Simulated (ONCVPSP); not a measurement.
**Transferability test, ONCV potential for iron**

```json
{
  "Element": "iron (Fe)",
  "Generator": "ONCVPSP 4.0.1",
  "Type": "optimised norm-conserving Vanderbilt (ONCV)",
  "Functional": "LDA (Perdew-Zunger)",
  "Relativity": "scalar-relativistic",
  "Frozen core": "[Ne]",
  "Valence charge": "16",
  "Reference configuration": "3s2 3p6 3d6 4s2",
  "Partial waves": "3s+4s: rc 1.55 bohr, ncon 4, nbas 9, qcut 6.7 1/bohr, 2 projectors; 3p: rc 1.05 bohr, ncon 4, nbas 7, qcut 10.3 1/bohr, 2 projectors, debl 3.4 Ha; 3d: rc 1.90 bohr, ncon 5, nbas 9, qcut 7.9 1/bohr, 2 projectors, debl 3.2 Ha",
  "Local potential": "polynomial inside 0.85 bohr (lpopt 5, dvloc0 6 Ha)",
  "Core correction": "Teter function, fcfact 3.25, rcfact 1.45"
}
```

Energies are relative to the spin-unpolarised reference configuration 3s2 3p6 3d6 4s2; without spin polarisation the order of configurations can differ from experiment.

(1) Give the all-electron excitation energy and the error of the potential for: 3s2 3p6 3d6 4s1; 3s2 3p6 3d6 4s0; 3s2 3p6 3d5 4s0; 3s2 3p6 3d6 4s1 4p1.

Levels in the configuration 3s2 3p6 3d6 4s1:

| level | all-electron (eV) | pseudo (eV) |
| --- | --- | --- |
| 3s | -102.117 | -102.167 |
| 3p | -68.541 | -68.569 |
| 3d | -16.272 | -16.300 |
| 4s | -12.634 | -12.629 |

Results:

(1)

```tsv
valence configuration	charge	ΔE all-electron (eV)	error AE − PS (meV)
3s2 3p6 3d6 4s1	+1	8.981	+1.3
3s2 3p6 3d6 4s0	+2	25.473	+7.7
3s2 3p6 3d5 4s0	+3	60.002	+76
3s2 3p6 3d6 4s1 4p1	0	4.178	0.0
```
